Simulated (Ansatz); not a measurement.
Two isomers of CH4OSSi: A = `O=CS[SiH3]`, B = `OC1[SiH2]S1`.

Computed with Ansatz on PBE0-D4/def2-TZVP structures; ΔE is electronic, products minus reactants. CCSD(T)/CBS adds triple-zeta CCSD(T) − MP2 to the extrapolated MP2 energy (def2 sets, frozen cores). DFT in def2-TZVPP. B3LYP here is the variant with VWN-RPA as its local correlation; programs differ in this. One conformer a species, not always the lowest.

(1) Which is lower in electronic energy at CCSD(T)/CBS, and by how much? (An estimate is asked.)

(2) Give E(B) − E(A) in kcal/mol with PBE-D4, HF/def2-TZVPP, r2SCAN-D4, BLYP-D4, B3LYP, B2PLYP, B3LYP-D4. (Best estimate.)

(3) Does the order hold for the free energy at 298.15 K (harmonic terms from PBE0-D4)? (An estimate is asked.)

Largest T1 diagnostic: 0.017.

Results:

(1) Computed: A, by 14.8 kcal/mol.

(2) Ansatz gave: PBE-D4 15.9, HF/def2-TZVPP 21.5, r2SCAN-D4 16.3, BLYP-D4 21.1, B3LYP 18.7, B2PLYP 18.1, B3LYP-D4 18.8. None reverses the order clearly.

(3) Ansatz gave: Yes: G(B) − G(A) = +17.8 kcal/mol, for one conformer each.

In def2-TZVPP, CCSD(T) changes the Hartree–Fock value by −4.9 kcal/mol (the triples alone add +0.2 kcal/mol) and MP2 by −6.3 kcal/mol. From PBE to PBE0 (25 % exact exchange), in def2-TZVPP and without D4, E(B) − E(A) moves by −2.1 kcal/mol.
